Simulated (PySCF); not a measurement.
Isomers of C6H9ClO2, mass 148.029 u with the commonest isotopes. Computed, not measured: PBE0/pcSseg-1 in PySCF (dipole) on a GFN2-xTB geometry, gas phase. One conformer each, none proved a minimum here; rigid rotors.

Question: Order these by rotational constant C, smallest first.
A. `[CH3:1][O:2]/[C:3]([CH3:4])=[C:5](\[CH3:6])[C:7](=[O:8])[Cl:9]` with C1–O2–C3–C4 -1°, C3–C5–C7–O8 4°
B. `[CH3:1][C:2](=[O:3])[O:4][CH2:5][CH2:6]/[CH:7]=[CH:8]\[Cl:9]` with C1–C2–O4–C5 180°, C2–O4–C5–C6 84°, O4–C5–C6–C7 61°, C5–C6–C7–C8 117°
C. `[CH3:1][O:2][C@@H:3]1[CH2:4][C@:5]1([CH3:6])[C:7](=[O:8])[Cl:9]` with C1–O2–C3–C4 152°, C4–C5–C7–O8 -16°

Answer: B (467.8 MHz), A (622.7 MHz), C (942.6 MHz).

Question: Order these by rotational constant A, largest first.
A. `[CH3:1][O:2]/[C:3]([CH3:4])=[C:5](\[CH3:6])[C:7](=[O:8])[Cl:9]` with C1–O2–C3–C4 -1°, C3–C5–C7–O8 4°
B. `[CH3:1][O:2][C@@H:3]1[CH2:4][C@:5]1([CH3:6])[C:7](=[O:8])[Cl:9]` with C1–O2–C3–C4 152°, C4–C5–C7–O8 -16°
C. `[CH3:1][C:2](=[O:3])[O:4][CH2:5][CH2:6]/[CH:7]=[CH:8]\[Cl:9]` with C1–C2–O4–C5 180°, C2–O4–C5–C6 84°, O4–C5–C6–C7 61°, C5–C6–C7–C8 117°

Answer: C (4334 MHz), A (2941 MHz), B (1885 MHz).

Question: Order these by rotational constant B, smallest first.
A. `[CH3:1][C:2](=[O:3])[O:4][CH2:5][CH2:6]/[CH:7]=[CH:8]\[Cl:9]` with C1–C2–O4–C5 180°, C2–O4–C5–C6 84°, O4–C5–C6–C7 61°, C5–C6–C7–C8 117°
B. `[CH3:1][O:2][C@@H:3]1[CH2:4][C@:5]1([CH3:6])[C:7](=[O:8])[Cl:9]` with C1–O2–C3–C4 152°, C4–C5–C7–O8 -16°
C. `[CH3:1][O:2]/[C:3]([CH3:4])=[C:5](\[CH3:6])[C:7](=[O:8])[Cl:9]` with C1–O2–C3–C4 -1°, C3–C5–C7–O8 4°

Answer: A (489.4 MHz), C (777.9 MHz), B (1109 MHz).

| SMILES | point group | Ia (u·Å²) | Ib (u·Å²) | Ic (u·Å²) | κ | μa (D) | μb (D) | μc (D) |
| --- | --- | --- | --- | --- | --- | --- | --- | --- |
| CC(=O)OCC/C=C\Cl | C1 | 116.62 | 1032.62 | 1080.23 | -0.99 | 0.72 | 2.08 | 0.80 |
| CO/C(C)=C(\C)C(=O)Cl | near Cs | 171.86 | 649.69 | 811.55 | -0.87 | 5.85 | 0.67 | 0.07 |
| CO[C@@H]1C[C@]1(C)C(=O)Cl | C1 | 268.07 | 455.62 | 536.18 | -0.65 | 1.56 | 2.41 | 2.41 |
